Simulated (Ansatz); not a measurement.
`FC(F)C(F)(C(F)F)C(F)(F)F`, relaxed with RKS PBE-D4/def2-SVP in Ansatz from a rough embedded geometry. The force threshold is 0.03 eV/Å; the program also tests the step.

The species carries charge 0 and has multiplicity 1.

Start:

```xyz
14

F    -1.878    1.418   -0.392
C    -1.360    0.292    0.239
F    -2.259   -0.735    0.101
C    -0.008   -0.081   -0.474
F    -0.218   -0.266   -1.746
C     0.440   -1.358    0.198
F     1.698   -1.655   -0.272
F     0.563   -1.245    1.517
C     0.885    1.052   -0.200
F     0.478    2.221   -0.728
F     1.069    1.291    1.150
F     2.135    0.798   -0.720
H    -1.309    0.462    1.347
H    -0.238   -2.193   -0.019
```

Problem. How much energy does the relaxation release, and in how many steps? (Best estimate.)

Solution. The calculation gave: 53.01 kJ/mol, in 5 steps.

Problem. Which bonds change most? (Estimate.)

Solution. Computed: C4–C9 from 1.468 to 1.552 Å; C4–F5 from 1.303 to 1.378 Å; C9–F12 from 1.378 to 1.339 Å; C4–C6 from 1.510 to 1.549 Å.

Problem. Give the relaxed structure. (Estimate.)

Solution. Computed: 
```xyz
14

F    -1.990    1.312   -0.428
C    -1.406    0.298    0.252
F    -2.215   -0.801    0.163
C    -0.038   -0.049   -0.383
F    -0.205   -0.227   -1.740
C     0.451   -1.402    0.191
F     1.695   -1.701   -0.247
F     0.466   -1.334    1.554
C     0.972    1.113   -0.190
F     0.504    2.243   -0.748
F     1.155    1.337    1.132
F     2.157    0.834   -0.748
H    -1.291    0.575    1.324
H    -0.254   -2.199   -0.133
```
